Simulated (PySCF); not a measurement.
**How ionic is MZn along the halogens?**

PBE0 in PySCF with def2-TZVPP on every atom (core potentials on I), for the lowest determinant that a PBE0 search found; no spin–orbit coupling. A negative dipole means M(+)Zn(−).

| M | state (unpaired electrons) | Re (Å) | μ (D) |
| --- | --- | --- | --- |
| F | doublet (σ ↑) | 1.786 | 3.05 |
| Cl | doublet (σ ↑) | 2.158 | 2.72 |
| Br | doublet (σ ↑) | 2.307 | 2.61 |
| I | doublet (σ ↑) | 2.509 | 2.32 |

Question: Give the ionic character |μ|/(e·Re) of each, with 1 e·Å = 4.803 D, and the positive end.

Answer: ZnF 36 % (Zn positive), ZnCl 26 % (Zn positive), ZnBr 24 % (Zn positive), ZnI 19 % (Zn positive). Lone pairs and polarisation enter μ too, so this number is only a rough measure of charge transfer.

Spin–orbit coupling is left out. States were picked by a PBE0 search and need not be the measured ground states.
